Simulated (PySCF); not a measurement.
Se(Cl)4 anion (Cl4Se), SMILES Cl[Se](Cl)(Cl)Cl (connectivity only; charge and spin as stated), charge -1, multiplicity 2.

Geometry optimised at B3LYP-D3(BJ)/def2-SVPD. The multiplicity is an assumed one; no other spin state was optimised. The isomer is the one that the SMILES or the coordinates give; other isomers of the formula were not compared.

Computed with PySCF with B3LYP-D3(BJ)/def2-SVPD.

Frequencies are harmonic and unscaled.

Modes within 1.5 cm⁻¹ of each other (mostly degenerate sets) share a row, with their intensities summed.

Computed harmonic wavenumbers and intensities:
```csv
mode,ν (cm⁻¹),IR (km/mol),moving atoms (share of kinetic energy)
1,28,0.0,Cl 100 %
2,100,5.2,"Se 61 %, Cl 39 %"
3–4,127,6.8,"Cl 91 %, Se 9 %"
5,145,0.0,Cl 100 %
6,224,0.0,Cl 100 %
7–8,261,521.3,"Se 55 %, Cl 45 %"
9,274,0.6,Cl 96 %
```
